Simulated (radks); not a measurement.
Results of a calculation; reference values are marked as such.
Question: Coherent X-ray form factor from a spherical all-electron density. Level of theory: scalar-relativistic Kohn-Sham, r2SCAN, spin-polarised, spherical densities, finite nucleus; meta-GGA in the generalised Kohn-Sham scheme; Fermi nuclear charge, rms radius of each element as measured or else 0.836 A^(1/3) + 0.57 fm (a radial shooting solver on a logarithmic mesh with Libxc functionals).

sin(theta)/lambda (1/angstrom)  f0 (electrons)
0.05                                    64.770
0.1                                     64.089
0.15                                    62.988
0.2                                     61.511
0.25                                    59.717
0.3                                     57.672
0.4                                     53.097
0.5                                     48.282
0.6                                     43.598
0.8                                     35.369
1                                       28.929
1.25                                    23.090
1.5                                     19.189
2                                       14.888

The species is in the configuration that NIST lists as its ground one. Which atom or ion scatters so?

Answer: The mercury ion Hg15+, [Kr] 4d10 4f14 5s2 5p3. Extrapolating in s^2 from the first two rows gives f0(0) = 65.0, near the electron count 65; among species with that count, the fall with angle is slower the higher Z, and the table is that of Z = 80; from so few rows the species is fixed only to a neighbour or two.
